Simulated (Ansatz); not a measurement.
The first iterations of a band of AlBH4OS (8 atoms, charge 0, multiplicity 1).

All numbers below come from RHF/def2-SVP (Ansatz).

- movable images: 9
- climbing image: yes
- spring: 5.0 eV/Å²
- optimiser: quadratic models (default)
- start path: through a guess of the saddle point
- force threshold: 0.03 eV/Å
- iteration limit: 60
- end points: relaxed

First end point:

```xyz
8
Properties=species:S:1:pos:R:3
O -1.111 1.955 -1.122
B -0.422 1.101 -0.356
S -0.456 -0.708 -0.720
Al 0.837 -1.601 0.820
H -1.594 1.566 -1.836
H 0.207 1.546 0.558
H 1.539 -0.694 1.894
H 1.000 -3.164 0.763
```

Last end point:

```xyz
8
Properties=species:S:1:pos:R:3
O -1.115 1.954 -1.120
B -0.429 1.101 -0.350
S -0.438 -0.704 -0.733
Al 0.843 -1.601 0.816
H -1.583 1.566 -1.844
H 0.180 1.545 0.578
H 1.029 -3.160 0.739
H 1.513 -0.700 1.914
```

| iteration | highest image above the first end (eV) | largest band force component (eV/Å) |
| --- | --- | --- |
| 1 | 36.777 | 93.873 |
| 2 | 17.409 | 37.855 |
| 3 | 11.028 | 18.920 |
| 4 | 7.110 | 8.175 |
| 5 | 4.756 | 4.621 |
| 6 | 2.961 | 3.301 |

**Question.** Does the band converge within its limit, and where does its top end?

**Answer.** It converged. It ended after 18 iterations with the highest image 0.165 eV above the first end. A vibrational analysis at the climbing image gives one clearly imaginary mode, 154i cm⁻¹: a first-order saddle point.

The run took 120 s on 1 thread of Intel(R) Xeon(R) 6975P-C (Granite Rapids) (shared host), peak memory 0.17 GiB.
